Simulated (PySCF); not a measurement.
C$_{2}$H$_{6}$ClFOSi (SMILES CO[Si](C)(F)Cl), singlet, geometry from GFN2-xTB, atoms displaced at random by about 0.03 Å a coordinate. Base run: TPSS/STO-3G, gradient in PySCF.

PySCF was given this input:
```python
from pyscf import gto, scf, dft

mol = gto.Mole()
mol.atom = '''
    C     1.86763884   -1.39783964    0.66361828
    O     0.97846360   -0.45441531    0.97449113
    Si   -0.30756466    0.12894338    0.11180452
    C    -1.87432906   -1.00304348    0.27297677
    F    -0.57960952    1.42520262    1.05720210
    Cl    0.14842719    0.76235109   -1.66094087
    H     1.41821268   -2.43557840    0.81733963
    H     2.25006713   -1.35265956   -0.36758524
    H     2.71613330   -1.34748809    1.43866781
    H    -2.76317138   -0.44197848   -0.18010723
    H    -2.12187944   -1.26625077    1.25043992
    H    -1.67046434   -1.90592601   -0.30792652
'''
mol.basis = 'sto-3g'
mol.verbose = 4
mol.build()

mf = dft.RKS(mol)
mf.xc = 'tpss'
mf.kernel()
g = mf.nuc_grad_method()
grad = g.kernel()
```

The coordinate followed is x of atom 8.

The base run was repeated with changes; each row names its change, and settings that it needs were set with it.

```csv
change,dE/dx (Eh/bohr),net force (Eh/bohr)
base,-0.014519,0.000344
finite difference step (bohr) = 1e-5; conv_tol = 1e-11,-0.014522,-
grids.level = 1; grid_response = on,-0.014491,0.000000
grids.level = 0; grid_response = on,-0.014990,0.000000
grids.level = 0; grid_response = off,-0.014713,0.057937
finite difference step (bohr) = 1e-4; conv_tol = 1e-11,-0.014522,-
grids.level = 1; grid_response = off,-0.014531,0.002609
grids.level = 5; grid_response = on,-0.014517,0.000000
conv_tol = 1e-4,-0.014501,0.000344
density fitting = on,-0.014522,0.000344
finite difference step (bohr) = 0.01; conv_tol = 1e-11,-0.014520,-
density fitting = on; auxbasis_response = off,-0.014545,0.006478
```

The net force is zero for an exact gradient.
